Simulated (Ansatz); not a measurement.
`CO[SiH2][AlH2]` → `C[O][AlH2]` + `[SiH2]` at 400 K and 1 bar (silylene formation by 1,1-elimination).

Gas-phase electronic energies from Ansatz, PBE0-D4/def2-TZVP geometries. CBS: MP2 limit from def2 TZ/QZ plus the TZ coupled-cluster correction, frozen cores. This one scheme is used for every species. Each species was taken in one conformer, which may not be the lowest.

```tsv
species	CCSD(T)/CBS energy (Eh)	H − E (kJ/mol)	S (J/(mol·K))
`CO[SiH2][AlH2]`	-648.52635	225.7	400.8
`C[O][AlH2]`	-358.26893	169.9	320.8
`[SiH2]`	-290.19011	44.2	218.1
```

H − E and S are ideal-gas, rigid-rotor, harmonic terms from PBE0-D4/def2-TZVP, for one conformer and one mirror image of each species. 1 Eh = 2625.50 kJ/mol, R = 8.31446 J/(mol·K).

Q: By hand: ΔE, ΔH, ΔS and ΔG.

A: ΔE = (-358.26893) + (-290.19011) − (-648.52635) = 0.06731 Eh = 176.7 kJ/mol. Δ(H − E) = 169.9 + 44.2 − 225.7 = -11.6, so ΔH = 165.1 kJ/mol. ΔS = 320.8 + 218.1 − 400.8 = 138.1 J/(mol·K). ΔG = 165.1 − 400 × (138.1)/1000 = 109.9 kJ/mol.

Q: By hand: the equilibrium constant, and the temperature at which ΔG would vanish if ΔH and ΔS stayed fixed.

A: log₁₀ K = −ΔG/(RT ln 10) = -14.4. ΔG = 0 at ΔH/ΔS = 1196 K.

The number of gas molecules changes by +1, which sets the sign of ΔS. A doubt of 5 kJ/mol in ΔE shifts log₁₀ K by 0.7 here. Other conformers and mirror images would add mixing entropy, several J/(mol·K) or more a flexible species. These are equilibria of isolated gas molecules and say nothing of rates. Largest T1 diagnostic: 0.014 (customary marks: 0.02 for closed shells, 0.045 for open ones).
